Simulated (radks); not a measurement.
Problem. Tm4+, configuration [Xe] 4f11. All-electron calculation, Dirac Kohn-Sham, PBE, spin-unpolarised, spherical densities, finite nucleus; open shells fill j = l - 1/2 first; Fermi nuclear charge, rms radius 5.2256 fm. Program: a radial shooting solver on a logarithmic mesh with Libxc functionals. Some entries of the table are withheld. Estimate them.

| orbital | occ. | eigenvalue (eV) | <r^2> (bohr^2) | <r> (bohr) |
|---|---|---|---|---|
| 1s1/2 | 2 | -59257.23 | 0.0005486 | 0.02001 |
| 2s1/2 | 2 | -10038.35 | 0.008458 | 0.08431 |
| 2p1/2 | 2 | -9571.603 | 0.006090 | 0.07008 |
| 2p3/2 | 4 | -8591.560 | 0.007306 | 0.07747 |
| 3s1/2 | 2 | -2300.383 | 0.05572 | 0.2205 |
| 3p1/2 | 2 | -2094.752 | 0.05149 | 0.2103 |
| 3p3/2 | 4 | -1887.855 | 0.05828 | 0.2242 |
| 3d3/2 | 4 | (1) | 0.04579 | 0.1973 |
| 3d5/2 | 6 | (2) | 0.04767 | 0.2016 |
| 4s1/2 | 2 | -498.1217 | 0.2789 | 0.4968 |
| 4p1/2 | 2 | -415.3056 | 0.2904 | 0.5049 |
| 4p3/2 | 4 | -368.3150 | 0.3274 | 0.5364 |
| 4d3/2 | 4 | -231.8554 | 0.3659 | 0.5615 |
| 4d5/2 | 6 | -223.2504 | 0.3802 | 0.5725 |
| 5s1/2 | 2 | -101.2072 | 1.570 | (3) |
| 5p1/2 | 2 | -77.3431 | 1.912 | 1.302 |
| 5p3/2 | 4 | -70.5118 | 2.174 | 1.389 |
| 4f5/2 | 6 | -57.2782 | 0.6350 | 0.7071 |
| 4f7/2 | 5 | -55.9302 | 0.6542 | 0.7172 |

Solution. 
(1) 3d3/2 eigenvalue (eV): -1536.622
(2) 3d5/2 eigenvalue (eV): -1491.420
(3) 5s1/2 <r> (bohr): 1.183
